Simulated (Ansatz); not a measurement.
A nudged elastic band was laid between two geometries of H5O2SSi (9 atoms, charge 1, multiplicity 1).

Level of theory: RKS PBE0/def2-mTZVP (Ansatz 0.2.0).

* movable images: 5
* climbing image: yes
* spring: 5.0 eV/Å²
* optimiser: quadratic models (default)
* start path: IDPP
* force threshold: 0.05 eV/Å
* iteration limit: 60
* end points: relaxed

Image 0:

```xyz
9
Properties=species:S:1:pos:R:3
O -0.407 0.818 -0.703
Si 0.634 0.790 0.623
S 0.225 -1.342 1.133
O -0.658 -1.599 -0.402
H -1.113 1.477 -0.754
H 0.181 1.645 1.732
H 2.019 0.972 0.167
H -0.109 -2.128 -1.011
H -0.771 -0.633 -0.785
```

Image 6:

```xyz
9
Properties=species:S:1:pos:R:3
O -0.512 0.835 -0.606
Si 0.714 0.775 0.551
S 0.849 -1.450 0.561
O -0.642 -1.601 -0.417
H -0.396 1.353 -1.414
H 0.207 1.285 1.833
H 1.989 1.334 0.071
H -1.375 -1.911 0.149
H -0.833 -0.621 -0.728
```

Question: Which bonds break or form, and what moves?

Answer: No bond is made or broken. The height of O4 over the plane of its neighbours goes from -0.42 to 0.42 Å. The two ends are copies of one structure, up to a mirror image or an exchange of like atoms. The height can change sign by an inversion or by a turn that exchanges like atoms.

Question: What energy profile does the band end with?

Answer: The run converged. The highest image is number 3 of 0 to 6, 0.31 eV above the ends, which have the same energy within 2 meV. A vibrational analysis at the climbing image gives 3 clearly imaginary modes (689i, 246i, 70i cm⁻¹): a point of higher order, so a lower path passes nearby.

| image | path coordinate (Å) | energy (eV) | height of O4 over the plane of its neighbours (Å) |
| --- | --- | --- | --- |
| 0 | 0.00 | 0.00 | -0.42 |
| 1 | 0.49 | 0.01 | -0.44 |
| 2 | 0.98 | 0.04 | -0.40 |
| 3 | 1.47 | 0.31 | 0.00 |
| 4 | 1.96 | 0.04 | 0.40 |
| 5 | 2.45 | 0.01 | 0.44 |
| 6 | 2.95 | 0.00 | 0.42 |

Question: What is the geometry of the highest image?

Answer: 
```xyz
9
Properties=species:S:1:pos:R:3:forces:R:3
O -0.447 0.824 -0.617 0.00 0.03 -0.01
Si 0.617 0.835 0.673 0.00 -0.01 0.00
S 0.634 -1.388 0.898 0.00 -0.01 0.00
O -0.491 -1.557 -0.456 0.01 0.02 0.01
H -0.759 1.621 -1.062 0.00 0.00 0.00
H 0.045 1.450 1.882 0.00 0.00 0.00
H 1.962 1.304 0.301 0.00 0.00 0.00
H -0.798 -2.427 -0.752 -0.01 0.00 -0.01
H -0.763 -0.662 -0.867 0.00 -0.03 0.00
```

Run time: 99 s on 2 threads of Arm Neoverse V2 (shared host), peak memory 0.22 GiB.
